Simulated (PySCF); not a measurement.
CH7O2PSi, SMILES C[Si](O)(O)P.

Coordinates come from a PBE0-D3(BJ)/def2-SVP optimisation. The structure was generated by enumeration, and PubChem lists no compound with its InChIKey, so it may never have been made. The values are those of a single conformer.

Vertical ionisation energy (IE) and electron affinity (EA) in eV. Rows of orbital energies are one-electron estimates. Where ΔSCF, EOM or ADC give a negative EA the extra electron is unbound and the value depends on the basis.

| level | IE | EA |
|---|---|---|
| −ε(HOMO), −ε(LUMO), PBE0/def2-TZVP (PySCF) | 7.31 | -0.37 |
| −ε(HOMO), −ε(LUMO), PBE/def2-TZVP (PySCF) | … | … |

Some entries are withheld; supply them. (Estimate from the structure and the level; the computed values follow.)


- −ε(HOMO), −ε(LUMO), PBE/def2-TZVP (PySCF), IE: 6.17
- −ε(HOMO), −ε(LUMO), PBE/def2-TZVP (PySCF), EA: 0.47
